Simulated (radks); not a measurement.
Valence configurations of the aluminium ion Al2+ (all share [Ne]). All-electron calculation, scalar-relativistic Kohn-Sham, LDA (Slater exchange, Perdew-Wang correlation), spin-polarised, spherical densities, finite nucleus; open shells are filled with parallel spins first; Fermi nuclear charge, rms radius 3.061 fm. Program: a radial shooting solver on a logarithmic mesh with Libxc functionals. Energies are relative to 3s1; eigenvalues in eV for spin up.

[
 {"valence": "3s1", "E (eV)": "0.000", "moment (Bohr magnetons)": "1", "e(3p)": "-", "e(3s)": "-24.585"},
 {"valence": "3p1", "E (eV)": "6.612", "moment (Bohr magnetons)": "1", "e(3p)": "-18.587", "e(3s)": "-"},
 {"valence": "3s0.5 3p0.5", "E (eV)": "3.307", "moment (Bohr magnetons)": "1", "e(3p)": "-18.291", "e(3s)": "-24.903"}
]

NIST lists [Ne] 3s1 as the ground configuration; this level of theory agrees among the configurations tried. The energies are those of spherical high-spin densities, not of single terms.
